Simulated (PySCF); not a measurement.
CH₄AlF, SMILES [F][AlH][CH3].

Coordinates come from a PBE-D3(BJ)/def2-TZVP optimisation.

All values below come from CAM-B3LYP/def2-TZVPD (PySCF).

Isolated molecule, no solvent.

Q: Estimate the frontier levels, gap, dipole moment and polarisability. (Estimate from the structure and the level; the computed values follow.)

A: 
```yaml
highest_occupied_level: -9.74 eV
lowest_empty_level: -0.04 eV
orbital_gap: 9.70 eV
dipole_moment: 1.94 D
quadrupole, principal values (traceless, Buckingham form, about the centre of nuclear charge): -5.07, -1.95, 7.02 D·Å
mean_static_polarisability: 39.7 bohr³ (5.88 Å³)
polarisability_principal_values: 34.8, 38.0, 46.2 bohr³
```
